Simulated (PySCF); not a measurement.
Spinor energies of W⁺ (tungsten, charge +1)

Start: [Xe] 4f14 5d4 6s1; 5d5/2 filled at m_j = -1/2, +1/2, +3/2, +5/2; 6s1/2 filled at m_j = +1/2. Calculated with PySCF 2.14 in x2c-TZVPall-2c (11s11p10d2f, 108 functions): generalised Hartree-Fock with the X2C-1e Hamiltonian and a Gaussian nucleus; spin-orbit coupling (SO) screened by Boettger's factors. This is a chosen level, not necessarily the ground level.

| spinor shell | electrons | ε, screened SO (eV) | weight of nominal j (screened SO) | rms radius, screened SO (bohr) |
| --- | --- | --- | --- | --- |
| 1s1/2 | 2 | -69886.7 | 1.000 | 0.0208 |
| 2s1/2 | 2 | -12207.3 | 1.000 | 0.0838 |
| 2p1/2 | 2 | -11652.8 | 1.000 | 0.0713 |
| 2p3/2 | 4 | -10294.4 | 1.000 | 0.0787 |
| 3s1/2 | 2 | -2878.7 | 1.000 | 0.214 |
| 3p1/2 | 2 | -2632.1 | 1.000 | 0.206 |
| 3p3/2 | 4 | -2333.4 | 1.000 | 0.221 |
| 3d3/2 | 4 | -1922.9 | 1.000 | 0.195 |
| 3d5/2 | 6 | -1858.5 | 1.000 | 0.199 |
| 4s1/2 | 2 | -631.91 | 1.000 | 0.478 |
| 4p1/2 | 2 | -528.35 | 1.000 | 0.486 |
| 4p3/2 | 4 | -458.38 | 1.000 | 0.520 |
| 4d3/2 | 4 | -287.83 | 0.999 | 0.544 |
| 4d5/2 | 6 | -274.56 | 1.000 | 0.556 |
| 5s1/2 | 2 | -101.08 | 1.000 | 1.15 |
| 5p1/2 | 2 | -68.127 | 0.944 | 1.28 |
| 5p3/2 | 4 | -56.845 | 0.954 | 1.36 |
| 4f5/2 | 6 | -58.500 | 0.986 | 0.669 |
| 4f7/2 | 8 | -56.248 | 0.983 | 0.678 |
| 5d5/2 | 4 | -17.794 | 0.611 | 2.10 |
| 6s1/2 | 1 | -15.330 | 0.998 | 3.20 |

```
   quantity   screened SO
E (hartree)  -16149.34037
        M_J           9/2
       ⟨J²⟩        24.778
       ⟨L²⟩         6.459
       ⟨S²⟩         8.635
```

Each row is a mean over spinors that exchange with the open shell spreads, by up to 6.807 eV (5p3/2).

Rows whose weight is well below 1 are mixtures of j = l ± 1/2: exchange outweighs spin-orbit coupling there, and the label is only the starting occupation.

Breit and QED terms are absent; they matter most for the inner s and p1/2 levels.

Densities and radii are taken from the X2C orbitals without a picture-change correction, which distorts them close to the nucleus.
